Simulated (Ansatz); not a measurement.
Frontier orbitals of CH4OSSi, SMILES `C1O[SiH2]S1`.

```xyz
8

C     0.213    0.278    1.131
O    -0.961    0.096    0.356
Si   -0.249   -0.270   -1.102
S     1.595   -0.031   -0.075
H     0.259   -0.446    1.947
H     0.273    1.297    1.516
H    -0.574   -1.631   -1.598
H    -0.556    0.708   -2.176
```

The species carries charge 0 and has multiplicity 1. All single points use the PBE0-D4/def2-TZVP geometry. Basis def2-TZVPP, Ansatz 0.2.0.

| functional | HOMO (eV) | LUMO (eV) |
| --- | --- | --- |
| LDA (SPW92) | -6.02 | -1.81 |

(1) Give HOMO and LUMO (eV) with PBE, revPBE, BLYP, r2SCAN, B97M-V, PBE0, B3LYP, r2SCANh, r2SCAN0, HSE06 (plane-wave form), BHLYP, CAM-B3LYP, LC-ωPBE, ωB97X-V, ωB97M-V, HF. (Estimate.)

## Answers

(1) Ansatz gave: 
```csv
functional,HOMO,LUMO
PBE,-5.93,-1.53
revPBE,-5.89,-1.42
BLYP,-5.78,-1.39
r2SCAN,-6.19,-1.16
B97M-V,-6.32,-1.30
PBE0,-7.16,-0.63
B3LYP,-6.93,-0.84
r2SCANh,-6.65,-0.86
r2SCAN0,-7.33,-0.41
HSE06 (plane-wave form),-6.76,-1.01
BHLYP,-8.26,0.30
CAM-B3LYP,-8.49,0.40
LC-ωPBE,-9.88,1.60
ωB97X-V,-9.52,1.46
ωB97M-V,-9.35,1.16
HF,-9.98,2.59
```

B3LYP here is the variant with VWN-RPA as its local correlation; programs differ in this. LC-ωPBE has ω = 0.4 bohr⁻¹. Positive LUMOs are unbound and depend on the basis.
